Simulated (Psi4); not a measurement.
Two rigid molecules brought together: F6Si2 ··· H2O (SMILES F[Si](F)(F)[Si](F)(F)F and O). Monomers: optimised at B3LYP-D3(BJ) (def2-TZVP), held rigid. Orientation: lowest of the rigid-body minima from ten starts at GFN2-xTB. R is the distance of the centres of mass, along which the second monomer moves. The table gives interaction energies.

| R / Å | A | B | C |
|---|---|---|---|
| 2.44 | 47.68 | 17.60 | 30.79 |
| 2.64 | 21.54 | -0.77 | 8.56 |
| 2.83 | 6.91 | -9.77 | -3.18 |
| 3.04 | -1.79 | -13.90 | -9.41 |
| 3.22 | -5.32 | -14.61 | -11.32 |
| 3.55 | -6.93 | -12.82 | -10.76 |
| 3.84 | -6.17 | -10.21 | -8.71 |
| 4.37 | -3.95 | -6.03 | -5.13 |
| 5.00 | -2.10 | -3.08 | -2.57 |
| 6.07 | -0.75 | -1.09 | -0.86 |
| 7.30 | -0.27 | -0.39 | -0.30 |

Energies in kJ/mol.

**Question.** Which curve belongs to which method? The methods are Psi4 with HF/aug-cc-pVTZ, counterpoise-corrected; DF-MP2/aug-cc-pVTZ, frozen core, counterpoise-corrected run with Psi4; Psi4 with SAPT0/jun-cc-pVDZ, frozen core.

**Answer.** A is HF/aug-cc-pVTZ; B is SAPT0/jun-cc-pVDZ; C is MP2/aug-cc-pVTZ.
